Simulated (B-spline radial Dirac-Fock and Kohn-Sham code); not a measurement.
**Core and valence levels of Ho⁶⁶⁺**

System: holmium as Ho⁶⁶⁺, configuration 1s1; nuclear rms radius 5.2022 fm (A = 165).

Input file task.json (cfg lists n, l and occupation; rrms is the nuclear radius in fm):

```json
{"items": [{
  "Z": 67,
  "q": 66,
  "cfg": [[1, 0, 1]],
  "A": 165,
  "rrms": 5.2022,
  "do": ["binding"]
}]}
```

Launch: `python xray_run.py task.json out`

The computed values come from a radial atomic solver: Dirac-Fock energy differences between relaxed states, corrected for Breit and QED terms. Electron correlation is not included. Energies are counted from the vacuum level.

All terms are in eV, carry their sign (relaxation lowers the binding energy) and add up to the binding energy; ⟨r⟩ is the mean radius of the orbital in the initial state.

```tsv
subshell	−ε (Koopmans)	relaxation	Breit	self-energy	vacuum polarisation	binding energy	⟨r⟩ (bohr)
K	65226.7	0.00	0.00	-108.09	18.44	65137.0	0.020
```

For the deepest level, K (1s), the Breit terms make up 0.000 % of the binding energy, QED -0.138 % and orbital relaxation 0.000 %.

Going to the tabulated ground configuration of the next ion removes an electron from K (1s), computed at 65137.0 eV. NIST lists 65137.13 ± 0.16 eV as the ionisation energy of this species (theoretical), +0.09 eV from the computed value, within the stated uncertainty.
